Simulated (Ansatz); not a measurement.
Calculated with Ansatz (gas phase, PBE0-D4/def2-TZVP geometries, no zero-point term in ΔE). CBS: MP2 limit from def2 TZ/QZ plus the TZ coupled-cluster correction, frozen cores. This one scheme is used for every species. DFT in def2-TZVPP. B3LYP here is the variant with VWN-RPA as its local correlation; programs differ in this. For Ge outer-core shells are correlated without core-valence functions, which leaves a few kJ/mol of doubt a bond. Scalar relativity is left out up to krypton. One conformer a species, not always the lowest.

Consider the β-hydride elimination: `C[O][Ge][SH]` → `[SH][GeH]` + `C=O`.

```tsv
level	ΔE (kJ/mol)	difference from CCSD(T)/CBS
LDA (SPW92)	237.7	42.3
PBE-D4	197.1	1.7
revPBE-D4	189.3	-6.1
B97M-V	191.0	-4.4
PBE0-D4	201.8	6.4
B3LYP-D4	191.3	-4.1
PBE-QIDH	203.5	8.1
PBE	188.0	-7.4
BLYP	165.2	-30.2
CAM-B3LYP	191.1	-4.3
LC-ωPBE	197.6	2.2
RPA@PBE/def2-TZVPP	172.3	-23.1
MP2/def2-SVP	182.0	-13.4
HF/def2-TZVPP	156.3	-39.1
MP2/def2-TZVPP	202.5	7.1
SCS-MP2/def2-QZVPP	192.1	-3.3
CCSD(T)/CBS	195.4	0
```

Problem. What do rigid-rotor, harmonic-oscillator terms from PBE0-D4/def2-TZVP frequencies (298.15 K, 1 bar) make of the CCSD(T)/CBS value? (Best estimate.)

Solution. Ansatz gave: ΔZPE = -22.8 kJ/mol, ΔH = +175.4 kJ/mol, ΔS = 151 J/(mol·K), ΔG = +130.3 kJ/mol.

Largest T1 diagnostic among the species: 0.015.

From PBE to PBE0 (25 % exact exchange), in def2-TZVPP and without D4, ΔE moves by +5.9 kJ/mol. The D4 term adds +14.7 kJ/mol with B3LYP and +7.9 kJ/mol with PBE0; it sums over pairs of atoms, weighted by their polarisabilities, and B3LYP, whose exchange is more repulsive, gets the larger term. Leaving LDA and LC-ωPBE aside and taking each functional with its dispersion term where it has one, the values, not all of them listed here, spread over 21.7 kJ/mol, from BLYP-D4 to r2SCAN0-D4. LDA lies +49.6 kJ/mol from PBE without D4.
